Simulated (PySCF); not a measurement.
# Structure elucidation problem

Molecular formula: C5H9NSi. Simulated spectra:

$^{1}$H NMR (300 MHz, computed): δ 6.09 (m, 1H), 6.03 (m, 1H), 3.88 (t, 3H), 2.21 (t, 2H), 1.02 (m, 2H).

$^{13}$C{$^{1}$H} NMR (computed): δ 136.8, 135.0, 123.6, 38.3, 13.2.

[PySCF 2.14.0 with density-fitted response routines: coordinates at the GFN2-xTB level; PBE0/pcSseg-1 with gauge-including orbitals; averaged over atoms made equivalent by symmetry, fast rotation or ring inversion; one conformer; no relativistic terms; in vacuum]

References, each an isolated molecule treated in the same way: $^{1}$H and $^{13}$C vs TMS.

Task: What is the structure?

Result: 
1. Rings plus π bonds: 3 (no ring in the answer).
2. 5 carbon signals for 5 carbons: no two carbons are equivalent.
3. Carbon types of the structure: 2 × C, 3 × CH2, leaving 3 H on heteroatoms.
4. δC 136.8: terminal =CH2 carbon; the olefinic region.
5. δC 135.0: fully substituted alkene carbon; the olefinic region.
6. δC 123.6: nitrile carbon; this is the usual window of a C≡N carbon, which has no attached hydrogen.
7. δC 38.3: allylic sp3 CH2; saturated and bonded to C and H only.
8. δH 6.09, 6.03: hydrogen on a terminal =CH2 carbon; olefinic region.
9. δH 2.21: hydrogen on an allylic sp3 CH2; allylic position.
10. δH 1.02: hydrogen on an sp3 CH2 bonded to Si.

The compound is `C=C(C#N)CC[SiH3]`.

The data come from this structure; uniqueness wasn't tested.

Shifts are as computed. Against solution values, carbons near 30 ppm lie about +3 ppm off and those near 130 ppm about +5 ppm. Of 1211 compounds with measured shifts, 218 miss one by over three times the rms of a fit or turn the order of signals round; such compounds aren't used in these exercises. No couplings were computed; multiplicities are counted from neighbouring protons, with m where these are inequivalent, close in shift, in a saturated or five-membered ring or joined by F or P, and br s for small geminal =CH2 splittings.
